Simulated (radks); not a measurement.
Question: Radial electron density D(r) = 4 pi r^2 rho(r) of an atom or ion with 2 electrons. All-electron calculation, non-relativistic Kohn-Sham, PBE, spin-polarised, spherical densities, point nucleus. Program: a radial shooting solver on a logarithmic mesh with Libxc functionals.

r (bohr),D(r) (e/bohr)
0.03449,0.04793
0.04047,0.06444
0.0475,0.08627
0.05574,0.1149
0.06541,0.1522
0.07676,0.2003
0.09007,0.2616
0.1057,0.3385
0.124,0.4333
0.1456,0.5480
0.1708,0.6831
0.2005,0.8376
0.2352,1.008
0.2761,1.186
0.3214,1.352
0.3771,1.509
0.4426,1.631
0.5194,1.698
0.6095,1.696
0.7153,1.615
0.8394,1.459
0.985,1.241
1.156,0.9865
1.356,0.7266
1.592,0.4909
1.868,0.3008
2.192,0.1649
2.572,0.07941
3.019,0.03280
3.543,0.01130

What is the nuclear charge?

Answer: Z = 2. The innermost maximum, from 1s, lies near 1/Z = 0.5 bohr (found: 0.558), and its height grows with Z. The density is that of neutral helium in [He]; the configuration itself is not fixed sharply by these data. D(r) has 1 maximum, at r = 0.558 bohr.
